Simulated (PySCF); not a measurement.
Molecule: `C[S+](C)[AlH2-][CH2][SiH3]`, C$_{3}$H$_{13}$AlSSi.

Bonds (- single, = double, # triple, : aromatic): C1-S2, S2-C3, S2-Al4, Al4-C5, C5-Si6. C1 carries H7, H8, H9; C3 carries H10, H11, H12; Al4 carries H13, H14; C5 carries H15, H16; Si6 carries H17, H18, H19. Formal charges: S2 +1, Al4 -1.

Frames of a GFN2-xTB Langevin trajectory at 400 K; GIAO PBE0/pcSseg-1 shieldings in PySCF 2.14, gas phase, non-relativistic; equivalent atoms averaged within each frame.

Chemical shifts δ = σref − σ; 13C (σ = 186.93 ppm), 29Si (σ = 349.16 ppm), 1H (σ = 31.72 ppm) against TMS; CS2 for 33S (σ = 503.73 ppm); 27Al (σ = 489.97 ppm) against AlH4-, all at this level. The references are static minima.

How do the shifts (ppm) fluctuate along the trajectory?

Results:


| time (fs) | C1/C3 | C5 | S2 | Al4 | Si6 | H13/H14 | H17/H18/H19 | H7/H8/H9/H10/H11/H12 | H15/H16 |
| --- | --- | --- | --- | --- | --- | --- | --- | --- | --- |
| optimised geometry | 27.7 | -16.7 | -112 | 107.8 | -71.2 | 4.23 | 4.06 | 2.39 | -0.66 |
| 250 | 24.8 | -23.1 | -51 | 98.5 | -81.5 | 3.84 | 3.73 | 2.39 | -0.89 |
| 425 | 29.4 | -12.4 | -107 | 128.3 | -61.8 | 4.10 | 4.72 | 2.83 | -0.23 |
| 625 | 28.2 | -16.8 | -104 | 90.0 | -67.8 | 4.77 | 4.14 | 2.99 | -1.23 |
| 800 | 21.7 | -20.2 | -59 | 92.9 | -71.3 | 4.82 | 4.17 | 1.89 | -1.08 |
| 1000 | 33.2 | -20.3 | -69 | 100.1 | -63.9 | 4.39 | 4.19 | 2.51 | -0.50 |
| mean of frames | 27.5 | -18.6 | -78 | 102.0 | -69.3 | 4.39 | 4.19 | 2.52 | -0.79 |
| standard deviation | 4.4 | 4.1 | 26 | 15.3 | 7.7 | 0.42 | 0.35 | 0.43 | 0.41 |

5 frames give an uncertainty of the mean of about the standard deviation over 2.2 at best, since frames this close in time may not be independent; classical motion lacks zero-point vibration, and the reference would need the same averaging.
